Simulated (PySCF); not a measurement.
Two species compared at the same levels of theory.

First species: GeH2(pyrrolidide)2, C8H18GeN2.
SMILES: `[H][Ge]([H])([N]1CCCC1)[N]1CCCC1`

Second species: C7H7GeN.
SMILES with atom numbers: `[CH:1]#[C:2][GeH2:3][c:4]1[cH:5][cH:6][n:7][cH:8][cH:9]1` (hydrogens: H10 on C1; H11, H12 on Ge3; H13 on C5; H14 on C6; H15 on C8; H16 on C9)

Cartesian coordinates in Å at the PBE0-D3(BJ)/def2-SVP level; atoms count from 1:
```
atom  x, y, z in Å
C1     3.420    1.644    0.468
C2     2.789    0.621    0.279
Ge3    1.771   -0.958   -0.005
C4    -0.107   -0.448   -0.114
C5    -1.061   -1.309   -0.666
C6    -2.395   -0.902   -0.705
N7    -2.821    0.271   -0.245
C8    -1.914    1.092    0.277
C9    -0.556    0.786    0.365
H10    3.982    2.546    0.632
H11    2.214   -1.631   -1.314
H12    2.011   -1.910    1.178
H13   -0.784   -2.287   -1.068
H14   -3.157   -1.563   -1.135
H15   -2.284    2.056    0.647
H16    0.142    1.509    0.796
```

Levels: CAM-B3LYP/def2-SVPD for HOMO energy, LUMO energy, HOMO–LUMO gap and static isotropic polarisability; TDDFT CAM-B3LYP/def2-SVPD for lowest singlet excitation; TDA CAM-B3LYP/def2-SVPD for lowest triplet excitation (Tamm–Dancoff). Geometries: PBE0-D3(BJ)/def2-SVP. All species are isolated and taken at one optimised geometry, non-relativistic unless stated; the electronic structure was computed with PySCF and density fitting.

Dipoles, sizes and rotational constants follow the conformer. The torsions of the flexible species, by atom-mapped SMILES:
- `[CH:1]#[C:2][GeH2:3][c:4]1[cH:5][cH:6][n:7][cH:8][cH:9]1`: C2–Ge3–C4–C5 163°

Values for the first species:

- HOMO energy: -7.10 eV
- LUMO energy: 1.12 eV
- HOMO–LUMO gap: 8.22 eV
- Lowest singlet excitation: 5.38 eV
- Lowest triplet excitation (Tamm–Dancoff): 5.24 eV
- Static isotropic polarisability: 135.9 au

**Question.** Estimate the same properties for the second species, and the change in each.

**Answer.** 
```
                                property     first    second  second less first
                             HOMO energy  -7.10 eV  -8.85 eV           -1.75 eV
                             LUMO energy   1.12 eV  -0.15 eV           -1.27 eV
                           HOMO–LUMO gap   8.22 eV   8.70 eV           +0.48 eV
               lowest singlet excitation   5.38 eV   4.83 eV           -0.55 eV
lowest triplet excitation (Tamm–Dancoff)   5.24 eV   4.15 eV           -1.09 eV
         static isotropic polarisability  135.9 au  112.9 au           -23.0 au
```

On the first: The principal polarisabilities are 122.2, 128.5 and 156.9 au; their mean is the isotropic value. The 15 singlets span 5.38 to 7.51 eV, and their oscillator strengths add up to 0.35. The calculation is non-relativistic and has no spin–orbit coupling, an omission that weighs most on germanium.

On the second: S1 lies 3.87 eV below the HOMO–LUMO gap; its leading configuration is HOMO→LUMO, weight 0.93. No computed singlet falls in the visible range (750 to 380 nm, 1.65 to 3.26 eV); S1 lies 1.57 eV above its blue end. The calculation is non-relativistic and has no spin–orbit coupling, an omission that weighs most on germanium.
